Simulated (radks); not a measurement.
Q: These are the eigenvalues of the occupied orbitals of an atom or ion with whole-number occupations (hartree). All-electron calculation, non-relativistic Kohn-Sham, BLYP, spin-unpolarised, spherical densities, point nucleus. Program: a radial shooting solver on a logarithmic mesh with Libxc functionals.

| orbital | eigenvalue |
|---|---|
| 1s | -1202.817 |
| 2s | -272.7473 |
| 2p | -266.3332 |

Which element is it, and in what charge state? The configuration may be excited.

A: Z = 51, antimony, charge +44: Sb44+ in [He] 2s2 2p3. The list shows which subshells hold electrons but not how many an open one holds; the 1s level, -1202.8 hartree, gives Z - s = 49.0 by -(Z - s)^2/2, which with screening narrows Z to a few neighbours, and the depths of the outer levels then fix element, charge and occupations together.
